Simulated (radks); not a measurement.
A nucleus of charge 36.4 with 34 electrons, configuration [Ar] 3d10 4s2 4p4.

Calculated with a radial shooting solver on a logarithmic mesh with Libxc functionals: Dirac Kohn-Sham, LDA (Slater exchange, Perdew-Wang correlation), spin-unpolarised, spherical densities, point nucleus; open shells fill j = l - 1/2 first.

Energy parts (eV):
total: -77842.266
kinetic: 79964.282
electron-nucleus: -187168.837
Hartree: 31916.158
exchange-correlation: -2553.868

Orbitals (lengths in bohr, moments of r in powers of bohr):
orbital  occ.  eigenvalue (eV)      <r>     <r^2>
1s1/2       2        -14506.42  0.04105  0.002270
2s1/2       2        -1947.031   0.1812   0.03876
2p1/2       2        -1766.537   0.1554   0.02964
2p3/2       4        -1710.103   0.1594   0.03107
3s1/2       2        -305.4512   0.5230    0.3145
3p1/2       2        -241.3025   0.5249    0.3225
3p3/2       4        -232.8994   0.5354    0.3354
3d3/2       4        -120.4145   0.5400    0.3583
3d5/2       6        -119.0103   0.5438    0.3633
4s1/2       2         -53.1046    1.453     2.395
4p1/2       2         -37.7646    1.645     3.097
4p3/2       2         -36.8376    1.674     3.208

The highest occupied level is 4p3/2 at -36.838 eV. The density falls to 0.001 e/bohr^3 at r = 3.36 bohr.
